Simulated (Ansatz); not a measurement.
The cluster Zn2Te was relaxed with PBE-D4 (def2-TZVP) in Ansatz in these states: neutral quintet, neutral singlet, neutral triplet. The geometries follow in no particular order.

In the def2 sets Te takes a core potential; there is no spin–orbit coupling.

A:

Cartesian coordinates in Å:
```
Zn -1.278 1.187 -0.501
Zn 0.574 -0.525 1.639
Te 0.704 -0.662 -1.138
```

B:

```tsv
atom	x (Å)	y (Å)	z (Å)
Zn1	-2.365	-0.797	0.516
Zn2	2.364	0.801	-0.515
Te3	0.001	-0.004	-0.001
```

C:

```xyz
3

Zn    1.598    0.983    0.407
Zn   -0.893   -1.648    0.414
Te   -0.705    0.665   -0.821
```

Question: Judge from the bond lengths which geometry belongs to which state (an estimate).

Answer: A is the neutral quintet (Zn1–Te3 2.784 Å, Zn2–Te3 2.784 Å); B is the neutral singlet (Zn1–Te3 2.548 Å, Zn2–Te3 2.550 Å); C is the neutral triplet (Zn1–Te3 2.629 Å, Zn2–Te3 2.629 Å).

At PBE0-D4/def2-TZVP a triplet lies 2.98 eV below the neutral quintet. At PBE0-D4/def2-TZVP a triplet lies 0.16 eV below the neutral singlet. These are the stationary points nearest to one start from a short search; other shapes may lie lower in each state.
